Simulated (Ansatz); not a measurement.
```xyz
11

B     3.603    1.104    0.158
C     2.140    0.800    0.077
C     0.945    0.549    0.008
Zn   -0.897    0.181   -0.091
C    -2.762   -0.298   -0.203
Se   -2.819   -2.243   -0.507
H     4.190    0.950    1.187
H     4.186    1.502   -0.806
H    -3.393   -0.044    0.647
H    -3.218    0.121   -1.102
H    -1.973   -2.625    0.633
```

The species carries charge 0 and has multiplicity 1.

(1) List the B3LYP/def2-TZVPP orbital energies in eV (Ansatz 0.2.0). (An estimate is asked.)

Answers

(1) Computed: Occupied: -12351.17, -9450.50, -1580.49, -1418.66, -1418.64, -1418.57, -1149.75, -1013.13, -1013.12, -1013.05, -277.57, -276.89, -276.52, -212.80, -183.94, -156.89, -156.79, -156.57, -132.32, -88.56, -88.55, -88.42, -57.68, -57.66, -57.47, -57.39, -57.36, -20.59, -20.30, -17.35, -15.46, -14.68, -14.55, -14.51, -14.50, -14.48, -11.90, -11.42, -10.62, -10.39, -10.09, -9.92, -8.36, -8.24, -7.47, -6.31. Lowest empty: -2.58, -1.16, -0.88, -0.46, 0.66, 0.75, 1.28, 1.62.

B3LYP here is the variant with VWN-RPA as its local correlation; programs differ in this.
